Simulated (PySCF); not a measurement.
H5P, SMILES [H][P@TB7]([H])([H])([H])[H]. Atoms are numbered in the order given.

```xyz
6

P      0.0000     0.0000     0.0000
H      0.0000     0.0000     1.4812
H      0.0000     0.0000    -1.4812
H      1.4274     0.0000     0.0000
H     -0.7137     1.2362     0.0000
H     -0.7137    -1.2362     0.0000
```
Charge 0, spin multiplicity 1.

Coordinates come from a PBE0-D3(BJ)/def2-TZVPD optimisation.

These are PBE0/pcJ-1 (PySCF) values and carry that method's errors.

Isotropic couplings with Fermi-contact, spin-dipole and both spin-orbit terms, one fixed conformer, no vibrational averaging. Isotopes: 1H, 31P.

| pair | bonds apart | J (Hz) |
|---|---|---|
| P1–H2 | 1 | 277.6 |
| P1–H3 | 1 | 277.6 |
| P1–H4 | 1 | 454.8 |
| P1–H5 | 1 | 454.8 |
| P1–H6 | 1 | 454.8 |
| H2–H3 | 2 | [?] |
| H2–H4 | 2 | [?] |
| H2–H5 | 2 | [?] |
| H2–H6 | 2 | [?] |
| H3–H4 | 2 | [?] |
| H3–H5 | 2 | [?] |
| H3–H6 | 2 | [?] |
| H4–H5 | 2 | [?] |
| H4–H6 | 2 | [?] |
| H5–H6 | 2 | [?] |

Problem. Some entries are withheld; supply them. (An estimate is asked for; the answer gives what the named calculation found.)

Solution. 
- H2–H3, J (Hz): 4.6
- H2–H4, J (Hz): 55.5
- H2–H5, J (Hz): 55.5
- H2–H6, J (Hz): 55.5
- H3–H4, J (Hz): 55.5
- H3–H5, J (Hz): 55.5
- H3–H6, J (Hz): 55.5
- H4–H5, J (Hz): -19.6
- H4–H6, J (Hz): -19.6
- H5–H6, J (Hz): -19.6
